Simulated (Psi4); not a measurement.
C2H2Cl, charge -1, singlet, geometry from GFN2-xTB (a gas-phase anion, which may not be bound at this level); TPSS/6-31G run with Psi4.

Psi4 was given this input:
```
memory 2 GB

molecule mol {
-1 1
C    -0.117821    0.972440    0.004025
C     1.209498    1.067841    0.011328
Cl   -0.597010   -0.858959   -0.007172
H     1.976858    0.281243    0.011540
H     1.622248    2.079383    0.018277
}

set {
  basis 6-31g
  reference rks
  guess sap
}

energy('tpss')
print_variables()
```

Question: Write the output that Psi4 gives for this input, abridged.

Answer: 
```
   => Loading Basis Set <=

    Name: 6-31G
    Role: ORBITAL
    Keyword: BASIS

         ---------------------------------------------------------
                                   SCF
               by Justin Turney, Rob Parrish, Andy Simmonett
                          and Daniel G. A. Smith
                              RKS Reference
         ---------------------------------------------------------

  ==> Geometry <==

    Molecular point group: c1
    Full point group: C1

    Geometry (in Angstrom), charge = -1, multiplicity = 1:

       Center              X                  Y                   Z               Mass
    ------------   -----------------  -----------------  -----------------  -----------------
         C           -0.049781392684     1.024491596937     0.004623681481    12.000000000000
         C            1.277537607316     1.119892596937     0.011926681481    12.000000000000
         CL          -0.528970392684    -0.806907403063    -0.006573318519    34.968852682000
         H            2.044897607316     0.333294596937     0.012138681481     1.007825032230
         H            1.690287607316     2.131434596937     0.018875681481     1.007825032230

  Running in c1 symmetry.

  Rotational constants: A =      1.91370  B =      0.20361  C =      0.18403 [cm^-1]
  Rotational constants: A =  57371.14939  B =   6104.19957  C =   5517.18031 [MHz]
  Nuclear repulsion =   77.964872677093155

  Charge       = -1
  Multiplicity = 1
  Electrons    = 32
  Nalpha       = 16
  Nbeta        = 16

  ==> Algorithm <==

  SCF Algorithm Type is DF.
  DIIS enabled.
  MOM disabled.
  Fractional occupation disabled.
  Guess Type is SAP.
  Energy threshold   = 1.00e-06
  Density threshold  = 1.00e-06
  Integral threshold = 1.00e-12

  ==> Primary Basis <==

  Basis Set: 6-31G
    Blend: 6-31G
    Number of shells: 21
    Number of basis functions: 35
    Number of Cartesian functions: 35
    Spherical Harmonics?: false
    Max angular momentum: 1

  ==> DFT Potential <==

   => LibXC <=

    Version 7.1.2
    S. Lehtola, C. Steigemann, M. J. T. Oliveira, and M. A. L. Marques,  SoftwareX 7, 1–5 (2018) (10.1016/j.softx.2017.11.002)

   => Composite Functional: TPSS <=

    TPSS Meta-GGA XC Functional

    J. Tao, et al., Phys. Rev. Lett., 91, 146401, 2003

    Deriv               =              1
    GGA                 =           TRUE
    Meta                =           TRUE

    Exchange Hybrid     =          FALSE
[...]
   @DF-RKS iter   6:  -537.52927811294728   -1.88670e-03   8.17480e-04 DIIS/ADIIS
   @DF-RKS iter   7:  -537.52988936712700   -6.11254e-04   7.47519e-05 DIIS
   @DF-RKS iter   8:  -537.52989511394503   -5.74682e-06   1.12910e-05 DIIS
   @DF-RKS iter   9:  -537.52989523789859   -1.23954e-07   2.66284e-06 DIIS
   @DF-RKS iter  10:  -537.52989524430518   -6.40659e-09   3.66580e-07 DIIS
  Energy and wave function converged.

  ==> Post-Iterations <==

   Electrons on quadrature grid:
      Ntotal   =   32.0000012403 ; deviation = 1.240e-06

    Orbital Energies [Eh]
    ---------------------

    Doubly Occupied:

[...]
      16A      0.071923

    Virtual:

[...]
      35A      1.352854

    Final Occupation by Irrep:
              A
    DOCC [    16 ]
    NA   [    16 ]
    NB   [    16 ]

  @DF-RKS Final Energy:  -537.52989524430518

   => Energetics <=

    Nuclear Repulsion Energy =             77.9648726770931546
    One-Electron Energy =                -901.4444517304915507
    Two-Electron Energy =                 326.0362243919348657
    DFT Exchange-Correlation Energy =     -40.0865405828416428
    Empirical Dispersion Energy =           0.0000000000000000
    VV10 Nonlocal Energy =                  0.0000000000000000
    Total Energy =                       -537.5298952443051803

Computation Completed

Properties will be evaluated at   0.000000,   0.000000,   0.000000 [a0]

Properties computed using the SCF density matrix

 Multipole Moments:

 ------------------------------------------------------------------------------------
     Multipole            Electronic (a.u.)      Nuclear  (a.u.)        Total (a.u.)
 ------------------------------------------------------------------------------------

 L = 1.  Multiply by 2.5417464519 to convert [e a0] to [Debye]
 Dipole X            :         -3.6197994            3.9858591            0.3660598
 Dipole Y            :         -3.7530934            3.0492781           -0.7038153
 Dipole Z            :         -0.0365565            0.0350925           -0.0014640
 Magnitude           :                                                    0.7933208

 ------------------------------------------------------------------------------------

  Variable Map:
  ----------------------------------------------------------------------------
[...]
  Array Variable Map:
  ----------------------------------------------------------------------------
[...]
[...]
```
